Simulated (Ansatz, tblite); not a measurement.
Removing an electron: (LiSH)2 ring (Li2H2S2). Total charge 0; singlet. Geometry: PBE-D4/def2-TZVP. Ansatz, gas phase; energy differences of separate SCF runs; the oxidised species was run as a doublet alone.

```xyz
6

Li   -1.207    0.005   -0.615
S     0.753   -0.460   -1.768
Li    1.023   -0.718    0.523
S    -0.989   -0.453    1.650
H     1.216    0.809   -1.869
H    -0.797    0.816    2.080
```

The xTB rows come from tblite. Correlated methods freeze 10 core orbitals; core or outer-core shells of Li are correlated, in sets that lack core-valence functions.

(1) Estimate orbital energies and vertical ionisation energies at: GFN1-xTB; GFN2-xTB; HF/def2-TZVPP; PBE-D4/def2-TZVP; r2SCAN-D4/def2-TZVP; PBE0-D4/def2-TZVP; MP2/def2-TZVPP; CCSD/def2-TZVPP; CCSD(T)/def2-TZVPP.

Results:

(1) 
| level | −HOMO (eV) | vertical IE (eV) | −LUMO (eV) | HOMO–LUMO gap (eV) | remarks |
| --- | --- | --- | --- | --- | --- |
| GFN1-xTB | 9.91 | 13.01 | 6.35 | 3.56 | – |
| GFN2-xTB | 9.56 | 12.51 | 6.34 | 3.22 | – |
| HF/def2-TZVPP | – | 8.18 | – | – | – |
| PBE-D4/def2-TZVP | 5.46 | 8.36 | 1.38 | 4.09 | – |
| r2SCAN-D4/def2-TZVP | 5.70 | 8.47 | 0.78 | 4.92 | – |
| PBE0-D4/def2-TZVP | 6.64 | 8.63 | 0.82 | 5.81 | – |
| MP2/def2-TZVPP | – | 9.18 | – | – | – |
| CCSD/def2-TZVPP | – | 8.92 | – | – | large T1 (+1 doublet) |
| CCSD(T)/def2-TZVPP | – | 8.90 | – | – | large T1 (+1 doublet) |

Relaxing the oxidised species (PBE-D4/def2-TZVP) changes its energy by -0.88 eV at PBE-D4/def2-TZVP, so the adiabatic ionisation energy to this nearest minimum is 7.48 eV. At PBE0-D4/def2-TZVP it is 7.62 eV.   Raw xTB energy differences between charge states are shifted by several eV; the methods need an empirical correction for them.
